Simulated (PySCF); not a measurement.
## TDDFT excited states: Na4F4

Species: (NaF)4 cube, Na4F4.
Geometry (PBE0-D3(BJ)/def2-SVP, Å), atoms numbered from 1 in this order:
```xyz
8
Na4F4 angstrom
Na    -0.203    1.184   -1.360
F     -1.082   -0.766   -1.345
Na     0.785   -1.519   -0.629
F      1.684    0.418   -0.718
Na     1.050    0.736    1.299
F     -0.816    1.573    0.655
Na    -1.629   -0.399    0.692
F      0.211   -1.227    1.405
```

The calculation used TDDFT PBE0/def2-SVPD, vertical, gas phase, core orbitals frozen in the response (PySCF 2.14.0, density-fitted response routines).

```json
{"state": "S1", "E (eV)": "6.77", "λ (nm)": "183.0", "f": "0.050", "symmetry": "T2", "main configurations (H = HOMO, L = LUMO)": "H-2/H-1/H→L (≥94%)"}
{"state": "S2", "E (eV)": "6.78", "λ (nm)": "182.8", "f": "0.051", "symmetry": "T2", "main configurations (H = HOMO, L = LUMO)": "H-2/H-1/H→L (≥93%)"}
{"state": "S3", "E (eV)": "6.79", "λ (nm)": "182.6", "f": "0.051", "symmetry": "T2", "main configurations (H = HOMO, L = LUMO)": "H-2/H-1/H→L (≥93%)"}
{"state": "S4", "E (eV)": "6.91", "λ (nm)": "179.5", "f": "0.0000", "symmetry": "–", "main configurations (H = HOMO, L = LUMO)": "H-3→L (93%)"}
{"state": "S5", "E (eV)": "6.91", "λ (nm)": "179.4", "f": "0.0000", "symmetry": "–", "main configurations (H = HOMO, L = LUMO)": "H-4→L (93%)"}
{"state": "S6", "E (eV)": "6.92", "λ (nm)": "179.2", "f": "0.0001", "symmetry": "–", "main configurations (H = HOMO, L = LUMO)": "H-5→L (94%)"}
{"state": "S7", "E (eV)": "7.26", "λ (nm)": "170.8", "f": "0.0000", "symmetry": "–", "main configurations (H = HOMO, L = LUMO)": "H-6→L (70%), H-7→L (12%)"}
{"state": "S8", "E (eV)": "7.26", "λ (nm)": "170.8", "f": "0.0000", "symmetry": "–", "main configurations (H = HOMO, L = LUMO)": "H-7→L (69%), H-6→L (12%)"}
```

Triplets, Tamm–Dancoff:

| state | E (eV) | λ (nm) | main configurations (H = HOMO, L = LUMO) |
| --- | --- | --- | --- |
| T1 | 6.70 | 185.0 | H-2/H-1/H→L (≥92%) |
| T2 | 6.71 | 184.8 | H-2/H-1/H→L (≥91%) |
| T3 | 6.71 | 184.6 | H-2/H-1/H→L (≥91%) |

The lowest singlet level (S1/S2/S3) lies at 6.77 eV (183 nm, vacuum ultraviolet) and is strong. The lowest level is also the most intense of those listed (f = 0.152 summed). S1/S2/S3, S4/S5/S6 and S7/S8 lie within about 0.01 eV of each other in each set; the point group Td has degenerate representations, and within a degenerate level the listed configurations can mix freely. Löwdin shares by element: HOMO (one of a set within 0.03 eV) fluorine 97%; LUMO sodium 95%. Of the 8 states listed, 3 reach f = 0.01 and 5 stay under 0.0005. Weighted by f, the mean energy of these states is 6.78 eV. The listed states span 0.48 eV, and the widest gap between neighbours is 0.34 eV (S6 to S7). No computed singlet lies in the visible range (380 to 750 nm); the lowest, at 183 nm, stands 3.51 eV above its violet end (3.26 eV). Symmetry labels in Td follow from the direction of the transition dipole and are given only for states with f of 0.002 or more. Orbitals of the list HOMO-3 to LUMO+2 that lie within 0.01 eV of each other are written together with a slash and their weights summed (≥ marks a lower bound); for degenerate orbitals outside that list single weights are arbitrary. Only the lowest 10 singlets were computed, as vertical energies without vibronic structure. The highest level found (7.37 eV, f 0.115 so far) is left out, since the window may have cut off a degenerate partner.

One conformer stands for the species.
